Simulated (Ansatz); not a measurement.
Saddle point of CH7BSe, closed shell (CH₅B ([BH2][CH3]) + H₂Se → BH₃Se ([BH2][SeH]) + CH₄; bonds formed: C2–H5; dative contacts that become bonds: B1–Se6; bonds broken: B1–C2, H5–Se6), PBE0-D4/def2-TZVP structure:

```csv
atom,x (Å),y (Å),z (Å)
B1,0.5779,0.5745,0.0634
C2,-0.9609,0.1615,-0.5920
H3,0.4277,1.2121,1.0586
H4,1.2886,0.9432,-0.8230
H5,0.1178,-0.7082,-0.0583
Se6,1.5958,-1.2782,0.6681
H7,-0.9907,-0.4443,-1.5003
H8,-1.7077,-0.1992,0.1169
H9,-1.2271,1.1838,-0.8728
H10,0.8786,-1.4454,1.9394
```

Energies are electronic, without zero-point energy. Barriers and step energies count from the start structure reached by relaxing down the imaginary mode; all methods use the PBE0-D4 structures, on which another method's saddle can fall below an end. Program: Ansatz 0.2.0. Basis: def2-TZVPP, with def2-QZVPP for the basis limit. Cores are frozen in the correlated methods. Filled d shells of the heavier atoms are correlated. The def2 sets are not built for correlating such inner shells, so the correlated values are less sure here. B3LYP uses VWN-RPA correlation. Extrapolation: Hartree–Fock as exp(−7.88 √X), correlation as X^−2.97.

| method | barrier (kJ/mol) | step energy (kJ/mol) |
| --- | --- | --- |
| SPW92 | 54.6 | -18.3 |
| PBE-D4 | 65.9 | -47.6 |
| BLYP-D4 | 79.7 | -65.1 |
| r2SCAN-D4 | 72.1 | -56.9 |
| B97M-V | 86.7 | -62.6 |
| PBE0-D4 | 76.4 | -50.4 |
| B3LYP-D4 | 87.2 | -66.1 |
| r2SCAN0-D4 | 79.9 | -57.2 |
| BHLYP-D4 | 101.8 | -71.1 |
| CAM-B3LYP-D4 | 92.9 | -63.8 |
| wB97X-V | 92.2 | -60.4 |
| wB97M-V | ? | -59.9 |
| B2PLYP | 87.9 | -70.5 |
| PBE-QIDH | ? | -55.4 |
| RPA on PBE | 94.3 | -66.8 |
| HF | 132.2 | -105.6 |
| MP2 | ? | -60.5 |
| CCSD | 101.2 | -67.4 |
| CCSD(T) | 93.1 | -63.5 |

Problem. Fill in the withheld barriers. (Judge from chemistry; the value comes from the calculation.)

Solution. By the calculation: MP2 82.7; PBE-QIDH 84.2; wB97M-V 89.9 kJ/mol. Each is the energy of the saddle less that of the start structure, by the same method.

For comparison, the barrier by CCSD(T) at an estimated basis limit (MP2 extrapolated from triple and quadruple zeta, plus CCSD(T) − MP2 in triple zeta) is 88.0 kJ/mol.

T1 diagnostic: at most 0.012.

Labels in which every atom is bracketed show which atoms are joined, not bond orders.

For scale, one of the runs: CCSD(T)/def2-TZVPP, 208 basis functions (an equivalent command: `ansatz run in.yaml --threads 4`). The run took 69 s on 4 CPU threads (shared host), with 2.9 GiB of host memory at its peak.
